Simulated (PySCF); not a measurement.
## Two-component Hartree-Fock for Cr¹²⁺ (chromium, charge +12)

Start: [Ne] 3s2. Calculated with PySCF 2.14 in an uncontracted even-tempered set (19 s from 0.27 bohr⁻², ratio 2.6; 13 p from 0.35 bohr⁻², ratio 2.6; 7 d from 0.36 bohr⁻², ratio 2.8; 4 f from 6.6 bohr⁻², ratio 2.8): generalised Hartree-Fock with the X2C-1e Hamiltonian and a Gaussian nucleus; spin-orbit coupling (SO) screened by Boettger's factors.

```csv
spinor shell,electrons,"ε, screened SO (eV)",weight of nominal j (screened SO),"rms radius, screened SO (bohr)"
1s1/2,2,-6389.1,1.000,0.0733
2s1/2,2,-1053.1,1.000,0.312
2p1/2,2,-941.29,1.000,0.281
2p3/2,4,-932.17,1.000,0.284
3s1/2,2,-351.75,1.000,0.816
```

```csv
quantity,screened SO
E (hartree),-990.35349
M_J,0
⟨J²⟩,0.000
⟨L²⟩,0.000
⟨S²⟩,0.000
```
